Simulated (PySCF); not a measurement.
## Rotational lines of GaBr

Lines J+1 ← J of the vibrational ground state, computed from PBE0 constants of GaBr, ¹Σ⁺ (singlet), closed shell (Ga cc-pVTZ-PP with ECP10, Br cc-pVTZ-PP with ECP10; scalar-relativistic core potentials (PySCF 2.14); masses 68.9256 and 78.9183 u), in MHz:

| J | ν (MHz) |
| --- | --- |
| 0 | 4862.5 |
| 1 | 9725.0 |
| 2 | 14587.4 |
| 3 | 19449.8 |
| 4 | 24312.1 |

**Question.** Find B0 and the effective bond length r0; with αe = 0.000318 cm⁻¹, find Re.

**Answer.** ν = 2B0(J+1) − 4D(J+1)³ gives B0 = 0.081098 cm⁻¹. With the reduced mass μred = 36.792 u, r0 = √(16.8576/(μred·B0)) (u, cm⁻¹, Å) = 2.3769 Å. Be = B0 + αe/2 = 0.081257 cm⁻¹ gives Re = 2.375 Å.
